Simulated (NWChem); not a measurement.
Correlation energy of CHCl$_{2}$

```xyz
4

Cl     0.1691    -0.0239     1.4703
C     -0.6687     0.1485     0.0000
Cl     0.1691    -0.0239    -1.4703
H     -1.7364    -0.0785     0.0000
```
Charge 0, spin multiplicity 2.

All runs are NWChem calculations. Structure: optimised with UPBE0/def2-SVP, a minimum by its harmonic frequencies.

Basis set: def2-SVP. Each correlation energy counts from its own Hartree-Fock reference.

```csv
method,correlation energy (mHa)
SCS-UMP2,-371.3
CCSD on ROHF,-422.7
CCSD(T) on ROHF,-433.8
CCSD(T) on UHF,-428.4
CCSD[T] on ROHF,-434.4
CCSD[T] on UHF,-429.0
CCSD on UHF,-417.8
UMP2,-382.7
```

The values span 63.1 mHa, from CCSD[T] on ROHF (lowest) to SCS-UMP2 (highest). 

The correlated methods keep 11 core orbitals frozen. The structure started from a generated list of species. The unpaired electrons of the parent sit in orbitals of symmetry a' (Cs labels of the run); other states weren't searched. The stability of the SCF solutions was not checked. Open-shell Hartree-Fock references start from PBE0 orbitals. Coupled-cluster values serve here as a point of comparison, not as the truth.
